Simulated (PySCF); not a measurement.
# Computed properties of 3-methylthiophene (C5H6S), SMILES Cc1ccsc1

3-methylthiophene (C5H6S), SMILES Cc1ccsc1. The structure is a stationary point at PBE0-D3(BJ)/def2-SVP. One conformer was computed; it need not be the lowest. All values are computed for the isolated molecule unless a solvent is named; none is compared with measurement here.

**Structure.** The optimised structure has Cs symmetry. All 30 harmonic modes at PBE0-D3(BJ)/def2-SVP (PySCF) are real, so it is a minimum. With heavy atoms numbered as in [CH3:1][c:2]1[cH:3][cH:4][s:5][cH:6]1, the shortest bond between them is C3–C4 at 1.368 Å and the longest S5–C6 at 1.718 Å.

**Vibrations.** The strongest infrared lines (harmonic, unscaled, degenerate partners summed) lie at 782 cm⁻¹ (66 km/mol, H 81 %, C 19 %), 3054 cm⁻¹ (25 km/mol, H 97 %), 891 cm⁻¹ (14 km/mol, C 67 %, H 20 %, S 12 %). The softest mode is at 107 cm⁻¹ and the zero-point energy is 59.5 kcal/mol.

**Electronic structure.** ωB97X/def2-TZVP (PySCF) places the frontier levels at -8.88 and 1.79 eV, a gap of 10.67 eV, and gives a dipole moment of 0.92 D and a mean polarisability of 72.1 bohr³. PBE/def2-TZVP (PySCF) at the same geometry gives -5.63 and -1.14 eV, so its gap is 6.18 eV narrower. An orbital gap is neither the optical nor the fundamental gap.

**Excitations.** TDA-PBE0/def2-SVPD (PySCF) has S1 at 5.85 eV (212 nm, f = 0.083, bright); the most intense of the 10 singlets computed lies at 7.46 eV (f = 0.16). T1 (TDA) is at 3.78 eV, 2.07 eV under S1. TDA-PBE/def2-SVPD (PySCF) puts S1 at 5.54 eV. No vertical singlet excitation falls in the visible range (under 3.1 eV).

**NMR.** GIAO shifts at HF/pcSseg-1 (PySCF) (non-relativistic, atoms alike by connectivity averaged): ¹³C from 17.9 to 145.0 ppm against TMS; ¹H from 2.7 to 7.6 ppm against TMS.
